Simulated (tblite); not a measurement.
Compound: C3H8BrGeP.
Atom-mapped SMILES: `[CH2:1]=[CH:2][CH2:3][Ge@H:4]([PH2:5])[Br:6]` (hydrogens: H7, H8 on C1; H9 on C2; H10, H11 on C3; H12 on Ge4; H13, H14 on P5)

Computed with GFN2-xTB (tblite), gas phase: L-BFGS steps from a force-field or distance-geometry start until the largest atomic force falls under 0.01 eV/Å.

At the end of the run (lengths in Å): C3–Ge4 2.020, P5–H14 1.391, P5–H13 1.388, Ge4–P5 2.330, Ge4–Br6 2.316, C1=C2 1.323, C1–H8 1.076, C1–C2–C3 123.7°, P5–Ge4–Br6 110.0°, C3–Ge4–Br6 106.7°, C2–C3–Ge4 109.4°, C1–C2–C3–Ge4 89°, C2–C3–Ge4–P5 -55°, H10–C3–C2–C1 -28°, H9–C2–C3–Ge4 -89°.

Problem. These geometries were met on the way; a selection of coordinates is given. Order them by energy above the end point, lowest first.
A. C3–Ge4 2.004, P5–H14 1.385, P5–H13 1.383, Ge4–P5 2.325, Ge4–Br6 2.325, C1=C2 1.320, C1–H8 1.072, C1–C2–C3 121.2°, P5–Ge4–Br6 104.4°, C3–Ge4–Br6 102.5°, C2–C3–Ge4 112.7°, C1–C2–C3–Ge4 115°, C2–C3–Ge4–P5 -57°, H10–C3–C2–C1 -1°, H9–C2–C3–Ge4 -66°
B. C3–Ge4 2.033, P5–H14 1.395, P5–H13 1.398, Ge4–P5 2.375, Ge4–Br6 2.310, C1=C2 1.322, C1–H8 1.073, C1–C2–C3 119.9°, P5–Ge4–Br6 104.8°, C3–Ge4–Br6 101.8°, C2–C3–Ge4 113.9°, C1–C2–C3–Ge4 115°, C2–C3–Ge4–P5 -57°, H10–C3–C2–C1 -3°, H9–C2–C3–Ge4 -63°
C. C3–Ge4 1.950, P5–H14 1.453, P5–H13 1.441, Ge4–P5 2.293, Ge4–Br6 2.359, C1=C2 1.353, C1–H8 1.089, C1–C2–C3 115.0°, P5–Ge4–Br6 105.5°, C3–Ge4–Br6 104.5°, C2–C3–Ge4 112.9°, C1–C2–C3–Ge4 121°, C2–C3–Ge4–P5 -56°, H10–C3–C2–C1 0°, H9–C2–C3–Ge4 -61°
D. C3–Ge4 2.007, P5–H14 1.409, P5–H13 1.416, Ge4–P5 2.329, Ge4–Br6 2.325, C1=C2 1.302, C1–H8 1.066, C1–C2–C3 118.3°, P5–Ge4–Br6 105.6°, C3–Ge4–Br6 103.8°, C2–C3–Ge4 113.6°, C1–C2–C3–Ge4 119°, C2–C3–Ge4–P5 -54°, H10–C3–C2–C1 0°, H9–C2–C3–Ge4 -63°
E. C3–Ge4 2.053, P5–H14 1.381, P5–H13 1.403, Ge4–P5 2.371, Ge4–Br6 2.294, C1=C2 1.311, C1–H8 1.051, C1–C2–C3 119.2°, P5–Ge4–Br6 105.3°, C3–Ge4–Br6 102.8°, C2–C3–Ge4 114.1°, C1–C2–C3–Ge4 117°, C2–C3–Ge4–P5 -56°, H10–C3–C2–C1 -1°, H9–C2–C3–Ge4 -63°

Solution. A (0.072 eV), B (0.128 eV), E (0.239 eV), D (0.490 eV), C (0.877 eV).

| step | E above end (eV) | rms distance from the end, all atoms (Å) | largest force (eV/Å) | rms shift of all bonds from the end (Å) |
| --- | --- | --- | --- | --- |
| 10 | 0.072 | 0.349 | 0.263 | 0.006 |
| 5 | 0.128 | 0.361 | 0.439 | 0.015 |
| 3 | 0.239 | 0.365 | 0.962 | 0.020 |
| 2 | 0.490 | 0.376 | 1.452 | 0.015 |
| 0 | 0.877 | 0.388 | 2.436 | 0.036 |

Rows stand in the order of the answer.
